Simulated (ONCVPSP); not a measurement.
**Transferability test, ONCV potential for silicon (Si)**

- Element: silicon (Si)
- Generator: ONCVPSP 4.0.1
- Type: optimised norm-conserving Vanderbilt (ONCV)
- Functional: PBE
- Relativity: scalar-relativistic
- Frozen core: [Ne]
- Valence charge: 4
- Reference configuration: 3s2 3p1.5 (charge +0.5)
- Partial waves: 3s: rc 1.45 bohr, ncon 4, nbas 7, qcut 5.1 1/bohr, 2 projectors, debl 1 Ha; 3p: rc 2.10 bohr, ncon 3, nbas 8, qcut 3.5 1/bohr, 1 projector; d scattering state at 0.06 Ha: rc 2.15 bohr, ncon 4, nbas 8, qcut 5.3 1/bohr, 1 projector
- Local potential: polynomial inside 1.25 bohr (lpopt 5, dvloc0 4 Ha)
- Core correction: polynomial model core, fcfact 0.3

Energies are relative to the spin-unpolarised reference configuration 3s2 3p1.5; without spin polarisation the order of configurations can differ from experiment.

```tsv
valence configuration	charge	ΔE all-electron (eV)	error AE − PS (meV)
3s2 3p2	0	-2.921	+0.3
3s2 3p0	+2	20.811	+3.2
```

Question: What are ΔE and the potential's error for 3s2 3p1?

Answer: ΔE = 4.819 eV all-electron; the error (AE − PS) is +0.5 meV.

Question: What are ΔE and the potential's error for 3s0 3p4?

Answer: ΔE = 10.857 eV all-electron; the error (AE − PS) is +6.5 meV.

Levels in the configuration 3s2 3p0:

```tsv
level	all-electron (eV)	pseudo (eV)
3s	-28.536	-28.525
```

Note: ghosts flagged at negative energy: s at -117.4 eV; no localised positive-energy state flagged. A true bound ghost makes a file unfit for plane-wave use.
